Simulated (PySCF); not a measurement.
**Input and output**

[Yb(NH2)2]+ (singlet in the valence; each metal's 4f electrons, 13 of them, lie in its core potential, out of spins and levels). PySCF 2.14.0, RKS PBE0, Yb lcecp-1-TZVP with ECP59, N def2-TZVP, H def2-TZVP; non-relativistic Hamiltonian with scalar-relativistic core potentials where named; density fitting; no spin-orbit coupling. Purpose: basis and core treatment f-in-core-III/TZVP.

```python
mol = gto.M(atom='''
Yb     0.00000     0.00000    -0.26252
N      1.60727     0.16195     0.96659
H      1.53029     0.16719     1.98622
H      2.60283     0.25482     0.75663
N     -1.60727    -0.16195     0.96659
H     -1.53029    -0.16719     1.98622
H     -2.60283    -0.25482     0.75663''',
    basis={'Yb': 'lcecp-1-TZVP', 'N': 'def2-TZVP', 'H': 'def2-TZVP'},
    ecp={'Yb': 'lcecp-1-TZVP'},
    charge=1, spin=0)
mf = dft.RKS(mol, xc='PBE0')
mf.grids.atom_grid = (75, 302)  # f atoms: unpruned, at least (60, 302)
mf = mf.density_fit()  # fitting sets: Yb AutoAux, N def2-universal-JKFIT, H def2-universal-JKFIT
mf.conv_tol = 1e-08; mf.max_cycle = 55
mf.kernel(dm0)  # dm0: free metal ions and neutral atoms
mf.nuc_grad_method().kernel()
```

Run from Python with OMP_NUM_THREADS=2; the lines above give its settings. Where DIIS fails, smearing, a level shift and second-order steps follow.
It took 8.6 s on 2 threads of Arm Neoverse V2 (shared host).

**Question.** Where do the frontier levels lie, over both spins?

**Answer.** HOMO -11.79 eV, LUMO -6.99 eV. The 4f levels lie in the core potential and are missing.

**Question.** What are the Mulliken charges and spins?

**Answer.** 
| atom | charge (e) | spin (e) |
| --- | --- | --- |
| Yb1 | 1.630 | 0.000 |
| N2 | -0.872 | 0.000 |
| H3 | 0.281 | 0.000 |
| H4 | 0.276 | 0.000 |
| N5 | -0.872 | 0.000 |
| H6 | 0.281 | 0.000 |
| H7 | 0.276 | 0.000 |
The spin of the 4f electrons in the core isn't counted.

**Question.** What forces act on the atoms (eV/Å)?

**Answer.** 
```
Yb   0.00  0.00  0.06
N    0.25  0.03  0.24
H    0.01 -0.01 -0.30
H   -0.31 -0.03  0.03
N   -0.25 -0.03  0.24
H   -0.01  0.01 -0.30
H    0.31  0.03  0.03
```
Forces carry noise of the integration grid, about 0.01 to 0.03 eV/Å.

The geometry was relaxed with PBE0 (Yb lcecp-1-SVP with ECP59, N def2-SVP, H def2-SVP).

An lcecp potential fixes the number of 4f electrons, so in runs with it no electron can move into or out of that shell.
